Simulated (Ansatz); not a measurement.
Reaction (ligand exchange at the Al–Cl bond): `FC(F)(F)C1=CC(C(F)(F)F)=[O+][Al-]([F])([Cl])[O]1` + H–F → `FC(F)(F)C1=CC(C(F)(F)F)=[O+][Al-]([F])([F])[O]1` + HCl

Calculated with Ansatz (gas phase, PBE0-D4/def2-TZVP geometries, no zero-point term in ΔE). CBS: MP2 limit from def2 TZ/QZ plus the TZ coupled-cluster correction, frozen cores. This one scheme is used for every species. Functionals use def2-TZVPP.

```
    level  ΔE (eV)
  ωB97X-V    -0.26
CAM-B3LYP    -0.36
```

Question: What does CCSD(T)/CBS give? (Best estimate.)

Answer: Ansatz gave: -0.24 eV. The listed levels differ from it by -0.02, -0.12 eV.

Largest T1 diagnostic among the species: 0.015.

From PBE to PBE0 (25 % exact exchange), in def2-TZVPP and without D4, ΔE moves by +0.03 eV. The D4 term adds +0.07 eV with B3LYP and +0.04 eV with PBE0; it sums over pairs of atoms, weighted by their polarisabilities, and B3LYP, whose exchange is more repulsive, gets the larger term.

B3LYP here is the variant with VWN-RPA as its local correlation; programs differ in this.
